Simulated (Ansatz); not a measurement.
Calculation: r2SCAN-D4/def2-SVP (Ansatz, a first-principles code). No frequencies were computed at this level.

Ansatz 0.2 input:
```yaml
crystal:
  periodic: [false, false, false]
  atoms:
    - { symbol: Hf, position_ang: [0.000008, -0.000003, -0.000001] }
    - { symbol: H, position_ang: [-0.602173, 1.607695, 0.725034] }
    - { symbol: H, position_ang: [-1.200088, -1.361052, 0.424594] }
    - { symbol: H, position_ang: [0.125327, 0.162209, -1.85227] }
    - { symbol: H, position_ang: [1.676922, -0.408846, 0.702646] }
basis:
  gaussian: { orbitals: def2-svp }
hamiltonian:
  xc: r2scan
  dispersion: d4
relax:
  max_steps: 150
```

Output:

```
Functional definition: r2SCAN
546 factors; their error is unknown
mean field evaluation 1: about -1368.3986 eV, gradient 1.5e1 eV
mean field evaluation 2: about -1368.2101 eV, gradient 1.7e1 eV
mean field evaluation 4: about -1369.3391 eV, gradient 4.9e-2 eV
mean field evaluation 8: about -1369.2723 eV, gradient 3.7e-3 eV
mean field -1369.27226543 eV, -50.3198276286 hartree, gradient 5.7e-5 eV, S^2 0.000000; 0 other end points of the search recorded, 0 dependent functions left out
reference -1369.27228727 eV, -50.3198284310 hartree; 8, 8 occupied and 44, 44 virtual orbitals, 546 factors
relax step   1: F+E_penalty+E_count = -1369.28932787 eV  Δ(F+E_penalty+E_count) = +0.000e0 eV  max|allowed force component| = 1.913e-1 eV/Å  Δτ_max = 0.0000 Å  (22 SCF iters, accepted)
these checks for a lower state are left out or cut short: starts, cluster_reference, orbital_swaps, neighbouring_geometries, increment
546 factors; their error is unknown
mean field evaluation 16: about -1369.2566 eV, gradient 3.8e-1 eV
mean field -1369.25701275 eV, -50.3192671029 hartree, gradient 5.9e-6 eV, S^2 0.000000; 0 other end points of the search recorded, 0 dependent functions left out
reference -1369.25703444 eV, -50.3192678998 hartree; 8, 8 occupied and 44, 44 virtual orbitals, 546 factors
relax step   2: F+E_penalty+E_count = -1369.27459171 eV  Δ(F+E_penalty+E_count) = +1.474e-2 eV  max|allowed force component| = 3.643e-1 eV/Å  Δτ_max = 0.0461 Å  (24 SCF iters, rejected (line search))
these checks for a lower state are left out or cut short: starts, cluster_reference, orbital_swaps, neighbouring_geometries, increment
546 factors; their error is unknown
mean field -1369.27851461 eV, -50.3200572817 hartree, gradient 2.2e-6 eV, S^2 0.000000; 0 other end points of the search recorded, 0 dependent functions left out
reference -1369.27853639 eV, -50.3200580819 hartree; 8, 8 occupied and 44, 44 virtual orbitals, 546 factors
relax step   3: F+E_penalty+E_count = -1369.29576831 eV  Δ(F+E_penalty+E_count) = -6.440e-3 eV  max|allowed force component| = 1.487e-2 eV/Å  Δτ_max = 0.0179 Å  (25 SCF iters, accepted)
these checks for a lower state are left out or cut short: starts, cluster_reference, orbital_swaps, neighbouring_geometries, increment
546 factors; their error is unknown
mean field evaluation 32: about -1369.2786 eV, gradient 9.2e-4 eV
mean field -1369.27856583 eV, -50.3200591638 hartree, gradient 2.4e-5 eV, S^2 0.000000; 0 other end points of the search recorded, 0 dependent functions left out
reference -1369.27858761 eV, -50.3200599642 hartree; 8, 8 occupied and 44, 44 virtual orbitals, 546 factors
relax step   4: F+E_penalty+E_count = -1369.29580592 eV  Δ(F+E_penalty+E_count) = -3.762e-5 eV  max|allowed force component| = 2.364e-4 eV/Å  Δτ_max = 0.0012 Å  (25 SCF iters, accepted)
546 factors; their error is unknown
mean field -1369.27856583 eV, -50.3200591638 hartree, gradient 2.4e-5 eV, S^2 0.000000; 1 other end points of the search recorded, 0 dependent functions left out
reference -1369.27858761 eV, -50.3200599642 hartree; 8, 8 occupied and 44, 44 virtual orbitals, 546 factors
Total energy: -1369.29582770 eV, -50.3206935261 hartree
Atom 0 at    -0.000007     0.000003     0.000003 Å, force     0.000049    -0.000023    -0.000023 eV/Å
Atom 1 at    -0.596776     1.593299     0.718542 Å, force    -0.000091     0.000214     0.000101 eV/Å
Atom 2 at    -1.189336    -1.348868     0.420793 Å, force    -0.000170    -0.000171     0.000060 eV/Å
Atom 3 at     0.124211     0.160755    -1.835686 Å, force     0.000004     0.000026    -0.000236 eV/Å
Atom 4 at     1.661904    -0.405186     0.696351 Å, force     0.000207    -0.000047     0.000097 eV/Å
Dipole moment:    -0.000009     0.000004     0.000004 e Å
```

Cost: about 7 core-seconds (a rough figure).
